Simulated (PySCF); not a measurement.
## Bond curve of AsS

Set-up: As cc-pVTZ-PP with ECP10, S cc-pV(T+d)Z; scalar-relativistic core potentials (PySCF 2.14). Energies in eV from As + S in their ground configurations at the same level. State: ²Π (doublet), unpaired electrons π ↑.

All columns are PBE0. A positive dipole means As(−)S(+).

| R (Å) | E (eV) | μ (D) | Mulliken charge on As (basis-dependent) | HOMO (eV) | LUMO (eV) | Mayer bond order | ⟨S²⟩ |
| --- | --- | --- | --- | --- | --- | --- | --- |
| 1.734 | -2.181 | -0.44 | 0.09 | -4.85 | -2.85 | 2.37 | 0.75 |
| 1.814 | -3.163 | -0.72 | 0.14 | -5.09 | -3.09 | 2.34 | 0.76 |
| 1.895 | -3.696 | -0.99 | 0.18 | -5.32 | -3.33 | 2.32 | 0.76 |
| 1.956 | -3.881 | -1.20 | 0.20 | -5.49 | -3.50 | 2.30 | 0.76 |
| 2.016 | -3.928 | -1.40 | 0.22 | -5.65 | -3.67 | 2.28 | 0.76 |
| 2.076 | -3.869 | -1.60 | 0.24 | -5.80 | -3.83 | 2.27 | 0.76 |
| 2.157 | -3.673 | -1.84 | 0.25 | -5.98 | -4.03 | 2.24 | 0.78 |
| 2.258 | -3.314 | -2.01 | 0.25 | -6.18 | -4.20 | 2.08 | 0.92 |
| 2.379 | -2.845 | -2.05 | 0.24 | -6.35 | -4.19 | 1.75 | 1.21 |
| 2.540 | -2.252 | -2.13 | 0.22 | -6.52 | -4.09 | 1.41 | 1.48 |

A fit through these points gives, at Re = 2.010 Å, μ = -1.38 D and dμ/dR = -3.29 D/Å; the reduced mass is 22.41 u.

Q: How strong is the fundamental in the double-harmonic approximation, I = 42.26·(dμ/dR)²/μred km/mol?

A: I = 42.26·(-3.29)²/22.41 = 20.4 km/mol at PBE0.

⟨S²⟩ of the unrestricted solution departs from its pure value on part of the curve, where spin states mix. Spin–orbit coupling is left out. The state is the lowest determinant that a PBE0 search found; another state may lie lower at other levels.
